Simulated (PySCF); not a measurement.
## NMR data sheet: C7H8F4

```yaml
Formula: C7H8F4
SMILES: F[C@@H]1C[C@@H]2C[C@@H](C(F)(F)F)[C@@H]21
Point_group_of_the_computed_structure: C1
Degrees_of_unsaturation: 2
Carbon_signals: 7
Proton_signals: 8
```

Structure with atom numbers: `[F:1][C@@H:2]1[CH2:3][C@@H:4]2[CH2:5][C@@H:6]([C:7]([F:8])([F:9])[F:10])[C@H:11]12` (H(Xn): hydrogen on atom n). Ha(C5) is cis to C2 on the ring; Ha(C3) is cis to F1 on the ring; Hb(C5) is trans to C2 on the ring; Hb(C3) is trans to F1 on the ring.

Theoretical values (PySCF 2.14): couplings computed with B3LYP/pcJ-1 (spin–dipole term only in couplings to heteroatoms), shieldings: GIAO KT2/pcSseg-2, PBE0-D3(BJ)/def2-SVP geometry. One computed conformer, no solvent, non-relativistic, one averaged value for each set of equivalent atoms.

Referencing at the same level of theory: ¹H (31.18 ppm) and ¹³C (182.28 ppm) against TMS; ¹⁹F (136.34 ppm) vs CFCl3.

```tsv
carbon	δC, type	δH (multiplicity, J in Hz)	HMBC from (abs. J ≥ 3 Hz)	span of the C tensor (ppm)
C2	86.5, CH	5.28 (m)	H(C6), H(C4), Ha(C3)	88
C3	40.7, CH2	Ha(C3) 2.23 (m); Hb(C3) 2.90 (m)	H(C11), Hb(C5), Ha(C5)	42
C4	26.6, CH	2.26 (m)	Hb(C5), Ha(C3), Ha(C5)	33
C5	34.5, CH2	Ha(C5) 1.99 (ddd, 13.4, 9.1, 1.1); Hb(C5) 2.86 (m)	H(C6), H(C11), Hb(C3), Ha(C3)	31
C6	36.2, CH	3.66 (m)	H(C2), Hb(C5), H(C4)	33
C7	137.3, C	–	H(C6), H(C11), Hb(C5)	8
C11	47.7, CH	3.34 (m)	H(C6), Hb(C3), Ha(C5)	43
```

Other nuclei:
```csv
atoms,nucleus,environment,δ (ppm),σ (ppm)
F8/F9/F10,¹⁹F,fluorine of a CF3 group,-112.9,249.2
F1,¹⁹F,fluorine on an sp3 carbon,-214.6,351.0
```

Selected couplings (Hz, signed; the shortest-range and largest first, 30 at most; isotopes ¹³C, ¹⁹F, ¹H): ¹J(C7,F8) -339.0, ¹J(F1,C2) -278.6, ¹J(C2,H(C2)) 162.0, ¹J(C4,H(C4)) 157.1, ¹J(C11,H(C11)) 156.7, ¹J(C5,Ha(C5)) 145.6, ¹J(C6,H(C6)) 144.6, ¹J(C3,Hb(C3)) 144.0, ¹J(C5,Hb(C5)) 140.8, ¹J(C3,Ha(C3)) 140.1, ²J(F1,H(C2)) 61.8, ²J(C6,F8) 32.9, ²J(F1,C3) 22.9, ²J(F1,C11) 20.6, ²J(Ha(C3),Hb(C3)) -15.3, ²J(Ha(C5),Hb(C5)) -13.4, ³J(F1,Ha(C3)) 20.0, ³J(F1,C6) 13.3, ³J(F1,C4) 12.6, ³J(H(C2),Hb(C3)) 10.6, ³J(F1,Hb(C3)) 10.5, ³J(Hb(C5),H(C6)) 9.8, ³J(F8,H(C6)) 9.4, ³J(Ha(C5),H(C6)) 9.1, ³J(H(C4),Hb(C5)) 8.6, ³J(Hb(C3),H(C4)) 8.3, ³J(H(C2),H(C11)) 7.8, ³J(H(C2),Ha(C3)) 6.7, ³J(H(C4),H(C11)) 5.2, ³J(H(C6),H(C11)) 4.1.

1. Carbon types of the structure: 1 × C, 4 × CH, 2 × CH2, which accounts for all hydrogens.
2. δC 137.3: CF3 carbon; 3 electronegative neighbours deshield it.
3. δC 86.5: sp3 CH bonded to F; the inductive effect lowers its shielding.
4. δC 47.7, 36.2, 26.6: sp3 CH in a ring; saturated and bonded to C and H only.
5. δC 40.7, 34.5: sp3 CH2 in a ring; a saturated carbon with 2 carbon neighbours and no heteroatom attached.
6. δH 5.28: hydrogen on an sp3 CH bonded to F; its carbon carries F, hence the downfield position.

C–F couplings over four or more bonds (about 3 Hz to the para carbon of a fluoroarene) are left out. Common functionals overestimate the size of one-bond C–F couplings by tens of Hz; these are unscaled. Multiplet labels drop couplings under 1 Hz and merge nearly equal ones. Unscaled 3J(H,H) at this level run about 10 % above measured values. Shifts are as computed. Against solution values, carbons near 30 ppm lie about +3 ppm off and those near 130 ppm about -1 ppm (rms about the fit 2.6 ppm; single classes can miss by 10 ppm). Of 1328 compounds with measured shifts, 309 miss one by over three times the rms of a fit or turn the order of signals round; such compounds aren't used in these exercises. Signals without a measured value on file couldn't be tested in this way. Unscaled 19F shifts against computed CFCl3 carry errors that often reach 10 to 50 ppm.
